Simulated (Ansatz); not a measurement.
Cartesian coordinates in Å:
```
N -1.7396 -0.1676 -1.2593
C -0.8638 -0.2804 -0.1461
O 0.3998 0.3195 -0.3968
Ge 1.6318 0.2774 0.8892
H -1.3419 -0.6174 -2.0742
H -1.9009 0.8047 -1.4902
H -0.7315 -1.3459 0.0851
H -1.3393 0.1996 0.7199
H 1.9511 -1.1900 1.2382
H 1.0882 1.0022 2.1366
H 2.8460 0.9978 0.2975
```

Charge 0, multiplicity 1.

Task: List the PBE0/def2-TZVPP orbital energies in eV (the Gaussian-basis code of Ansatz). (Best estimate.)

Result: Computed: Occupied: -10860.24, -1358.47, -1208.29, -1208.28, -1208.28, -522.36, -390.92, -280.03, -171.24, -121.06, -121.02, -121.01, -34.03, -33.87, -33.87, -33.80, -33.80, -27.95, -24.52, -18.15, -15.74, -14.43, -12.90, -12.56, -11.56, -10.00, -9.80, -8.93, -7.78, -7.47. Lowest empty: 0.39, 1.11, 1.44, 1.84, 1.94, 2.63, 2.78, 4.00.
